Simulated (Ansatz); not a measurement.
A run for Ansatz (a program for electronic structure): R-wB97X-V/def2-TZVPPD on C2H6F2 (a complex). Files ending in .json are basis or fitting sets from the Basis Set Exchange.

Ansatz 0.2 input:
```yaml
crystal:
  periodic: [false, false, false]
  atoms:
    - {symbol: C, position_ang: [-0.02521954, -0.03456342, -0.24427788]}
    - {symbol: H, position_ang: [0.30674190, 0.85721560, 0.28550750]}
    - {symbol: H, position_ang: [-1.10735104, -0.00543579, -0.37181517]}
    - {symbol: H, position_ang: [0.44892211, -0.07179702, -1.22398833]}
    - {symbol: H, position_ang: [0.25411508, -0.91839595, 0.32751309]}
    - {symbol: F, position_ang: [0.30187978, 1.14060328, 3.15658084]}
    - {symbol: C, position_ang: [-0.51113378, 0.05673216, 3.29864011]}
    - {symbol: F, position_ang: [0.24904956, -1.06967796, 3.20194209]}
    - {symbol: H, position_ang: [-1.23919254, 0.05746983, 2.48687225]}
    - {symbol: H, position_ang: [-0.96387939, 0.08789986, 4.29100610]}
basis:
  gaussian:
    orbitals: def2-TZVPPD.json
hamiltonian:
  xc: {name: wB97X-V}
scf: {lower_state_search: off}
```

What total energy does the run end on?

-279.5339 hartree.

How many basis functions does it have, and what does it roughly cost on one machine?

256 functions; about 10 core-seconds (a rough figure).
